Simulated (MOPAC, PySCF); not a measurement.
[Mo(F)5(NH2)], neutral singlet in the gas phase. 

Cartesian coordinates (Å):
```xyz
9

Mo    -0.0939     0.0283    -0.0691
F     -0.6891     0.5828     1.6199
F      0.2530     1.7043    -0.7578
F      1.5817    -0.0099     0.7493
F     -1.8900     0.1782    -0.5491
F     -0.2984    -1.7847     0.2041
N      0.5328    -0.5542    -1.8219
H      0.8487     0.0849    -2.5637
H      0.5918    -1.5379    -2.1172
```
Charge 0, multiplicity 1.

All levels are single points at this geometry (BP86-D3(BJ)/def2-SVP); Pople sets use spherical d functions. Orbital energies aren't observables, and empty levels follow the basis.

PBE/6-31G* (LANL2DZ on Mo) in PySCF gives dipole (D) = 3.85.

Q: Estimate the dipole (D) from each of these levels: B3LYP-D3(BJ)/def2-TZVP in PySCF; PBE-D3(BJ)/def2-TZVP in PySCF; TPSSh-D3(BJ)/def2-TZVP in PySCF; B3LYP/6-311+G** (LANL2DZ on Mo) in PySCF; B3LYP/6-31G* (LANL2DZ on Mo) in PySCF; B3LYP/LANL2DZ in PySCF; BP86/6-31G* (LANL2DZ on Mo) in PySCF; M06-2X/6-31G* (LANL2DZ on Mo) in PySCF; HF/6-31G* (LANL2DZ on Mo) in PySCF; AM1 in MOPAC; PM6 in MOPAC; PM7 in MOPAC.

A: 
```csv
level,dipole (D)
B3LYP-D3(BJ)/def2-TZVP in PySCF,4.31
PBE-D3(BJ)/def2-TZVP in PySCF,3.94
TPSSh-D3(BJ)/def2-TZVP in PySCF,4.14
B3LYP/6-311+G** (LANL2DZ on Mo) in PySCF,4.76
B3LYP/6-31G* (LANL2DZ on Mo) in PySCF,4.27
B3LYP/LANL2DZ in PySCF,5.01
BP86/6-31G* (LANL2DZ on Mo) in PySCF,3.88
M06-2X/6-31G* (LANL2DZ on Mo) in PySCF,4.76
HF/6-31G* (LANL2DZ on Mo) in PySCF,5.58
AM1 in MOPAC,3.36
PM6 in MOPAC,4.83
PM7 in MOPAC,5.50
```
